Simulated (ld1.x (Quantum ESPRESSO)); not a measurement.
**Cutoff test, Be (Z = 4), TM**

```json
{"Element": "beryllium", "Generator": "ld1.x (Quantum ESPRESSO) 7.5", "Type": "norm-conserving Troullier–Martins (Kleinman–Bylander form)", "Functional": "PBE", "Relativity": "scalar-relativistic", "Frozen core": "[He]", "Valence charge": "2", "Reference configuration": "2s1 2p1", "Partial waves": "2p (bound): rc 3.00 bohr; 2s (bound): rc 2.20 bohr", "Local potential": "the s channel", "Core correction": "none"}
```

The pseudo-atom Hamiltonian at the reference potential is diagonalised in spherical Bessel functions j_l(qr) that vanish at 20 bohr, with q² up to the cutoff. All-electron valence levels (Ry): 2p -0.1863, 2s -0.4531.

Question: How do the lowest levels (Ry) of each channel move with the cutoff, and are there ghosts?

Answer:

```tsv
cutoff (Ry)	p #1	p #2	s #1	s #2	d #1	d #2	f #1	f #2	Σ f·Δε (mRy)
8	-0.1804	0.0227	-0.4496	-0.0158	0.0506	0.1405	0.1029	0.2274	9.4
10	-0.1845	0.0222	-0.4518	-0.0160	0.0506	0.1405	0.1029	0.2274	3.2
12	-0.1859	0.0220	-0.4525	-0.0161	0.0506	0.1405	0.1029	0.2274	1.0
15	-0.1862	0.0219	-0.4525	-0.0161	0.0506	0.1405	0.1029	0.2274	0.6
18	-0.1863	0.0219	-0.4526	-0.0161	0.0506	0.1405	0.1029	0.2274	0.6
21	-0.1863	0.0219	-0.4527	-0.0161	0.0506	0.1405	0.1029	0.2274	0.4
400	-0.1863	0.0219	-0.4531	-0.0161	0.0506	0.1405	0.1029	0.2274	0.0
```

Result: no extra level below or beside the all-electron valence levels (p, s, d, f tested); 10 mRy is reached at 8 Ry and 1 mRy at 15 Ry.
